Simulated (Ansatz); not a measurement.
Isolated molecules relaxed with PBE0-D4/def2-TZVP in Ansatz; ΔE leaves out vibrations. CCSD(T)/CBS is the MP2 limit (def2-TZVPP, def2-QZVPP) plus CCSD(T) − MP2 in def2-TZVPP, frozen cores. This one scheme is used for every species. DFT in def2-TZVPP. B3LYP here is the variant with VWN-RPA as its local correlation; programs differ in this. For Ga outer-core shells are correlated without core-valence functions, which leaves a few kJ/mol of doubt a bond. Scalar relativity is left out up to krypton. Each species was taken in one conformer, which may not be the lowest.

Consider the ligand exchange at a Ga–Cl bond: `[OH][Ga]([SH])[Cl]` + silanol → `[OH][Ga]([SH])[O][SiH3]` + HCl.

`[OH][Ga]([SH])[Cl]`:

Cartesian coordinates in Å:
```
O 0.486 1.765 0.248
Ga -0.039 0.089 0.024
S 1.414 -1.431 -0.529
Cl -2.106 -0.384 0.309
H -0.231 2.356 0.490
H 0.476 -2.394 -0.542
```

`O[SiH3]`:

```xyz
6

O    -0.342    1.062    0.631
Si    0.106   -0.380   -0.030
H    -0.491    1.799    0.038
H    -0.926   -0.897   -0.971
H     0.264   -1.316    1.107
H     1.389   -0.268   -0.776
```

`[OH][Ga]([SH])[O][SiH3]`:

Cartesian coordinates in Å:
```
O 1.258 -1.200 1.630
Ga 1.268 -0.471 0.012
S 3.042 -0.554 -1.238
O -0.192 0.340 -0.600
Si -1.697 0.646 -0.050
H 0.419 -1.100 2.087
H 2.424 0.119 -2.224
H -1.935 2.112 0.002
H -1.881 0.091 1.325
H -2.705 0.018 -0.944
```

HCl:

Cartesian coordinates in Å:
```
Cl -0.175 0.582 -0.198
H 0.175 -0.582 0.198
```

| level | ΔE (kJ/mol) | difference from CCSD(T)/CBS |
| --- | --- | --- |
| PBE-D4 | 51.4 | 7.7 |
| r2SCAN-D4 | 49.9 | 6.2 |
| PBE0-D4 | 52.7 | 9.0 |
| B3LYP-D4 | 46.6 | 2.9 |
| ωB97X-V | 47.2 | 3.5 |
| PBE | 54.6 | 10.9 |
| PBE0 | 55.6 | 11.9 |
| B3LYP | 51.5 | 7.8 |
| HF/def2-TZVPP | 52.6 | 8.9 |
| SCS-MP2/def2-TZVPP | 40.9 | -2.8 |
| CCSD/def2-TZVPP | 41.3 | -2.4 |
| CCSD(T)/def2-TZVPP | 40.5 | -3.2 |
| MP2/def2-QZVPP | 44.0 | 0.3 |
| HF/CBS(def2) | 50.5 | 6.8 |
| MP2/CBS(def2) | 46.0 | 2.3 |
| CCSD/CBS(def2) | 44.6 | 0.9 |
| CCSD(T)/CBS | 43.7 | 0 |

Largest T1 diagnostic among the species: 0.014.

The D4 term adds −4.9 kJ/mol with B3LYP and −3.0 kJ/mol with PBE0; it sums over pairs of atoms, weighted by their polarisabilities, and B3LYP, whose exchange is more repulsive, gets the larger term. In def2-TZVPP, CCSD(T) changes the Hartree–Fock value by −12.1 kJ/mol (the triples alone add −0.8 kJ/mol) and MP2 by −9.8 kJ/mol.
